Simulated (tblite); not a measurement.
Species: C5H13FN2Si.
Z-matrix (Å and degrees, GFN2-xTB geometry), rows numbered from 1:
```
C 
N   1  1.4513
C   2  1.4458  1  113.09
C   3  1.5383  2  113.99  1  -175.33
C   4  1.5352  3   90.50  2  -119.24
C   5  1.5479  4   90.18  3     3.08
N   6  1.4326  3  113.90  2     0.49
Si  7  1.7052  6  125.40  3  -170.08
F   8  1.6111  7  105.61  6    47.96
H   1  1.1003  2  113.09  3    59.51
H   1  1.0888  2  108.91  3  -179.33
H   1  1.0886  2  108.59  3   -60.85
H   2  1.0164  1  109.76  3  -122.05
H   3  1.1029  2  112.17  1   -45.01
H   4  1.0877  3  114.81  2   122.56
H   4  1.0881  3  112.50  2    -3.20
H   5  1.0873  4  114.41  3  -113.50
H   5  1.0878  4  114.78  3   119.17
H   6  1.0910  3  114.26  2  -124.90
H   7  1.0098  6  110.26  3    32.68
H   8  1.4525  7  107.06  6   162.39
H   8  1.4609  7  118.14  6   -65.50
```

Level: GFN2-xTB in tblite, geometry and Hessian alike; calculated harmonic values, unscaled, isolated species. The method is semi-empirical: single wavenumbers can be off by several per cent or more. Modes of hydrogen on silicon can be 10 to 20 % off. One conformer, not necessarily the lowest.

Harmonic wavenumbers (cm⁻¹): 26.6, 34.2, 63.5, 111.5, 129.7, 170.9, 233.5, 244.2, 321.4, 388.1, 417.7, 505.2, 514.3, 549.5, 572.4, 733.2, 737.7, 779.9, 789.4, 797.6, 818.1, 862.9, 895.4, 994.5, 1002.8, 1036.8, 1049.9, 1060.8, 1090.1, 1111.8, 1157.9, 1180.0, 1190.5, 1209.8, 1225.3, 1238.4, 1246.6, 1254.3, 1258.2, 1320.5, 1376.8, 1389.9, 1416.0, 1458.8, 1476.4, 1486.1, 1497.4, 2261.6, 2341.7, 2805.9, 2864.3, 2966.2, 3001.9, 3014.4, 3017.6, 3018.6, 3021.2, 3027.9, 3344.8, 3432.6.

A = 2018, B = 851.5, C = 680.7 MHz; mass 148.083 u (most abundant isotopes); point group C1, symmetry number 1.

Zero-point energy?

½Σν̃ = 39273 cm⁻¹ = 112.29 kcal/mol.

Give the ideal-gas entropy at 500 K and 1 bar in the rigid-rotor, harmonic-oscillator model (classical rotation).

Translation 43.48, rotation 31.54, vibration 59.88: S = 134.9 cal/(mol K).

And Cp and H(500 K) − H(0)?

Cp = 64.90 cal/(mol K), of which vibrations give 56.95 (their classical limit is 60 R = 119.2); H(500 K) − H(0) = 18.60 kcal/mol without the zero-point energy, 14.62 from vibrations.

Which modes carry the vibrational entropy at 500 K?

26.6 cm⁻¹: 7.09; 34.2 cm⁻¹: 6.60; 63.5 cm⁻¹: 5.37; 111.5 cm⁻¹: 4.25; 129.7 cm⁻¹: 3.96; 170.9 cm⁻¹: 3.42 cal/(mol K); the other 54 give 29.19 together.

What must be added to the electronic energy to get the Gibbs energy at 500 K and 1 bar?

ZPE + [H(500 K) − H(0)] − T·S = 112.29 + 18.60 − 67.45 = 63.44 kcal/mol.

Blend soft modes into free rotors: weight 1/[1 + (100 cm⁻¹/ν̃)⁴] for the oscillator and the rest for a rotor with moment μB/(μ + B), μ = h/(8π²ν), B = 10⁻⁴⁴ kg m². What vibrational entropy results?

53.33 cal/(mol K) in place of 59.88, which changes −T·S at 500 K by +3.27 kcal/mol.

How do the functions run with temperature in this model?

| T (K) | S (cal/(mol K)) | Cp (cal/(mol K)) | H − H(0) (kcal/mol) | G − H(0) (kcal/mol) | ln q(vib) |
| --- | --- | --- | --- | --- | --- |
| 50 | 63.1 | 15.4 | 0.58 | -2.57 | 1.34 |
| 100 | 75.5 | 20.7 | 1.49 | -6.06 | 3.17 |
| 298.15 | 107.4 | 42.5 | 7.65 | -24.36 | 9.43 |
| 373.15 | 117.9 | 51.5 | 11.18 | -32.81 | 11.66 |
| 750 | 165.0 | 83.4 | 37.32 | -86.44 | 22.62 |
| 1000 | 190.8 | 95.3 | 59.76 | -130.99 | 29.39 |

q(vib) and H(0) count from the zero-point level.

Hindered rotation and anharmonicity are outside this model. Other conformers, if any are populated, would add a mixing term that is left out. The structure is chiral; the term R ln 2 for an equal mix with its mirror image is left out.

On one thread, Arm Neoverse V1 (aarch64) (shared host), this took 1.0 s. This covers the Hessian and the dipole derivatives.
